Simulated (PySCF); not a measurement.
## NMR parameters from quadrupole coupling constants

C7H15OP.
Geometry (GFN2-xTB, Å), atoms numbered from 1 in this order:
```xyz
24
C7H15OP angstrom
C      2.581   -0.692    0.384
C      1.981   -0.049   -0.839
C      1.519    1.444   -0.751
P      0.250    0.271   -1.302
O     -0.110    0.206   -2.726
C     -1.156   -0.079   -0.124
C     -1.581   -1.511   -0.429
C     -2.242    0.913   -0.526
C     -0.785    0.087    1.340
H      2.528   -1.778    0.321
H      3.631   -0.409    0.461
H      2.079   -0.369    1.291
H      2.553   -0.254   -1.743
H      1.934    2.124   -1.483
H      1.509    1.853    0.248
H     -1.786   -1.614   -1.493
H     -0.789   -2.210   -0.161
H     -2.480   -1.771    0.127
H     -2.440    0.837   -1.593
H     -3.165    0.710    0.016
H     -1.926    1.933   -0.309
H     -0.384    1.079    1.534
H     -0.056   -0.659    1.645
H     -1.677   -0.042    1.953
```

Computed at PBE0/pcSseg-1 (PySCF, non-relativistic):

```csv
atom,environment,nucleus,spin I,Q (b),CQ = χzz (MHz),η
O5,phosphoryl oxygen,17O,5/2,-0.0256,-5.463,0.051
```

Problem. Recover the principal values of the field gradient from CQ = 234.96 MHz × Q × Vzz, η = (Vxx − Vyy)/Vzz and a zero trace.

Solution. The tensor is traceless, so η fixes the two smaller values:

```tsv
atom	Vxx (au)	Vyy (au)	Vzz (au)	Vzz (10²¹ V/m²)
O5	-0.431	-0.477	0.908	8.83
```

Problem. Give the quadrupolar product PQ = |CQ|√(1 + η²/3), the quadrupolar frequency νQ = 3|CQ|/[2I(2I − 1)] and the Larmor frequency ν0 = |g| × 7.62259 MHz/T × B at 28.2 T, with g(17O) = −0.75752.

Solution. 
| atom | PQ (MHz) | νQ (MHz) | ν0 (MHz) | νQ/ν0 |
| --- | --- | --- | --- | --- |
| O5 | 5.465 | 0.819 | 162.83 | 0.005 |

For O5: PQ = 5.463 × 1.0004, νQ = 5.463 × 0.1500, ν0 = 5.7742 MHz/T × 28.2 T.

Problem. Second-order quadrupolar shift of the central transition's centre of gravity (half-integer spins, νQ < ν0/10) at 28.2 and 35.2 T.

Solution. δ = −(3/40)(PQ/ν0)² [I(I + 1) − 3/4]/[I²(2I − 1)²], in ppm:

```tsv
site	28.2 T	35.2 T
17O at O5	-6.76	-4.34
```

Geometry: GFN2-xTB; no solvent, vibrations or thermal averaging. GFN2-xTB bond lengths can be off by several hundredths of an ångström, more for odd bonds, and the gradients follow them. With a basis this small, the couplings can be 20 % off.
